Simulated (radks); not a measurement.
Os5+, 71 electrons, occupied as [Xe] 4f14 5d3.

Calculated with a radial shooting solver on a logarithmic mesh with Libxc functionals: Dirac Kohn-Sham, PBE, spin-unpolarised, spherical densities, point nucleus; open shells fill j = l - 1/2 first.

Energy parts (Ry):
part                       energy
total                 -34552.5847
kinetic                39237.0377
electron-nucleus      -86270.0880
Hartree                13158.2886
exchange-correlation    -677.8229

Orbitals (lengths in bohr, moments of r in powers of bohr; r(90%) holds 90 % of the orbital's charge):
| orbital | occ. | eigenvalue (Ry) | r(90%) | <r^4> | <1/r> |
|---|---|---|---|---|---|
| 1s1/2 | 2 | -5426.592 | 0.0323 | 5.119e-07 | 90.52 |
| 2s1/2 | 2 | -948.1782 | 0.116 | 0.00007579 | 22.11 |
| 2p1/2 | 2 | -907.8584 | 0.102 | 0.00004544 | 22.06 |
| 2p3/2 | 4 | -795.3002 | 0.113 | 0.00006780 | 18.31 |
| 3s1/2 | 2 | -224.1394 | 0.284 | 0.002782 | 8.116 |
| 3p1/2 | 2 | -206.1371 | 0.276 | 0.002444 | 8.027 |
| 3p3/2 | 4 | -181.5890 | 0.297 | 0.003286 | 7.056 |
| 3d3/2 | 4 | -151.4991 | 0.270 | 0.002209 | 6.951 |
| 3d5/2 | 6 | -146.1825 | 0.276 | 0.002417 | 6.725 |
| 4s1/2 | 2 | -50.89620 | 0.620 | 0.06428 | 3.419 |
| 4p1/2 | 2 | -43.34581 | 0.634 | 0.06962 | 3.308 |
| 4p3/2 | 4 | -37.57963 | 0.682 | 0.09333 | 2.970 |
| 4d3/2 | 4 | -25.20728 | 0.722 | 0.1164 | 2.760 |
| 4d5/2 | 6 | -24.13919 | 0.739 | 0.1275 | 2.681 |
| 5s1/2 | 2 | -11.19301 | 1.42 | 1.781 | 1.363 |
| 5p1/2 | 2 | -8.82694 | 1.55 | 2.523 | 1.244 |
| 4f5/2 | 6 | -8.47560 | 0.897 | 0.2967 | 2.263 |
| 4f7/2 | 8 | -8.26854 | 0.910 | 0.3150 | 2.231 |
| 5p3/2 | 4 | -7.87978 | 1.68 | 3.430 | 1.131 |
| 5d3/2 | 3 | -4.62179 | 2.17 | 9.299 | 0.8815 |
| 5d5/2 | 0 | -4.50885 | 2.21 | 10.14 | 0.8592 |

The highest occupied level is 5d3/2 at -62.883 eV. For comparison, the ionisation energy in NIST's Atomic Spectra Database is 70 eV (theoretical). In exact Kohn-Sham theory the highest level is minus the ionisation energy, but local and semilocal functionals leave it too shallow, through self-interaction and a potential that decays too fast; potentials with the right tail come closer. Summed over all electrons, <r^2> = 28.91 bohr^2, which gives a Langevin (diamagnetic) susceptibility term of -22.9 x 10^-6 cm^3/mol.

Beside tabulated values, note that spin-unpolarised runs miss the spin-polarisation part of the exchange energy of open shells.
